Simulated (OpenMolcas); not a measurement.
Zr+.

- Program: OpenMolcas
- Method: RASSCF
- Basis: ANO-RCC-VDZP [6s5p3d1f]
- Scalar Hamiltonian: DKH2, point nucleus
- Active space: 3 electrons in 9 orbitals (RAS2 4d 5s; RAS3 5p, at most 2 electrons)
- State averaging: 2S+1 = 4 even, 20 roots; 2S+1 = 2 even, 70 roots kept (CI in the orbitals of an earlier block); 2S+1 = 4 odd, 45 roots; 2S+1 = 2 odd, 87 roots kept (CI in the orbitals of an earlier block, 80 in the spin-orbit step)
- Spin-orbit coupling: RASSI with atomic mean-field integrals over the reference wave functions, term energies averaged over their components

Levels without dynamic correlation, in cm-1 above 4d2 5s 4F 3/2:

```csv
Level,E
4d2 5s 2D 3/2(1) [74 %],5652
4d2 5s 2F 5/2,7325
4d2 5s 4P 1/2,8836
```

On this reference, MS-RASPT2, IPEA 0.25 Eh, imaginary shift 0.1 Eh (closed shells correlated: 4s 4p) puts 4d2 5s 2D 3/2(1) [74 %] at 3870 cm-1.

Question: Estimate the other levels at that method by one scale factor, and say how well it serves.

Answer: The factor is 3870 / 5652 = 0.685. Scaled values beside those that MS-RASPT2 gives and measured ones (NIST Handbook of Basic Atomic Spectroscopic Data):
```
        Level  Scaled  MS-RASPT2  Miss (%)  Measured
4d2 5s 2F 5/2    5018       6690     -25.0      5753
4d2 5s 4P 1/2    6053       7810     -22.5
```
For these levels the scaled values miss MS-RASPT2 by up to 25.0 %, as correlation changes each term by its own factor, spin-orbit parts do not scale and CASPT2 has its own spread within terms. This holds within one configuration; levels of others move differently, and the target method has errors of its own against measurement.

CASPT2 breaks the degeneracy within a term, and the mean is taken; among the terms shown or strongly mixed into the levels shown the widest spread is 520 cm-1 (4d2 5s 4F, MS-RASPT2). Some high roots are left out of the spin-orbit mixing, which shifts the levels that they would mix with. Terms from blocks run as CI alone lack orbitals of their own. Configurations are named by rounded mean occupations; where the s occupation lies near a half they are strongly mixed, a name can repeat and a true partner stay unpaired. Without dynamic correlation excited terms often stand tens of per cent too high (terms of higher spin than the ground term too low), and those without a measured partner can miss by more than the paired ones (holds for RASSCF). Blocks of more than 70 roots (2S+1 = 2 odd) ran without multistate coupling (holds for MS-RASPT2). The CASPT2 spread within a term exceeds the gap to the next term for 4d3 4F and 4d2 5s 2D(1), so the order of their levels is uncertain, and so are names and mixing where such terms share a J (holds for MS-RASPT2). Some terms miss by over 15 % even with CASPT2, which points to a basis or an active space too small for the shells correlated (holds for MS-RASPT2). Measured partners are found by configuration, term and J. A level has none where our copy of the source lacks it or the pairing is in doubt (some pairs that miss far off the trend of their configuration count as doubtful), and it then counts in no deviation. Only configurations of the active space appear.

A share in square brackets marks a mixed level and gives the weight of the term that names it, the lowest over the columns. A number in round brackets counts repeated terms of one configuration in the order of the reference energies.
